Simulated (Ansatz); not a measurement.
Computed with Ansatz on PBE0-D4/def2-TZVP structures; ΔE is electronic, products minus reactants. CCSD(T)/CBS is the MP2 limit (def2-TZVPP, def2-QZVPP) plus CCSD(T) − MP2 in def2-TZVPP, frozen cores. This one scheme is used for every species. Functionals use def2-TZVPP. B3LYP here is the variant with VWN-RPA as its local correlation; programs differ in this. For Ga outer-core shells are correlated without core-valence functions, which leaves a few kJ/mol of doubt a bond. Scalar relativity is left out up to krypton. Each species was taken in one conformer, which may not be the lowest.

`C[SiH2][GaH][Cl]` + H₂ → `[Cl][GaH2]` + `C[SiH3]`  (hydrogenolysis of a Ga–Si bond)

```tsv
level	ΔE (kcal/mol)	difference from CCSD(T)/CBS
PBE0-D4	1.2	1.0
ωB97X-V	-1.5	-1.7
revPBE	1.0	0.8
B3LYP	-2.2	-2.4
BHLYP	-4.2	-4.4
CAM-B3LYP	-3.6	-3.8
RPA@PBE/def2-TZVPP	-1.4	-1.6
HF/def2-TZVPP	-8.0	-8.2
SCS-MP2/def2-TZVPP	-2.0	-2.2
HF/def2-QZVPP	-8.3	-8.5
CCSD(T)/CBS	0.2	0
```

Task: What do rigid-rotor, harmonic-oscillator terms from PBE0-D4/def2-TZVP frequencies (298.15 K, 1 bar) make of the CCSD(T)/CBS value? (Estimate.)

Result: Computed: ΔZPE = +2.2 kcal/mol, ΔH = +0.9 kcal/mol, ΔS = 8 J/(mol·K), ΔG = +0.3 kcal/mol. Modes under 50 cm⁻¹ make the entropy rough.

Largest T1 diagnostic among the species: 0.012.

In def2-TZVPP, CCSD(T) changes the Hartree–Fock value by +7.1 kcal/mol (the triples alone add +1.2 kcal/mol) and MP2 by +7.6 kcal/mol. Leaving LDA and LC-ωPBE aside and taking each functional with its dispersion term where it has one, the values, not all of them listed here, spread over 5.5 kcal/mol, from B97M-V to revPBE-D4. At CCSD(T), def2-SVP lies −3.7 kcal/mol from the extrapolated value and def2-TZVPP −1.1 kcal/mol.
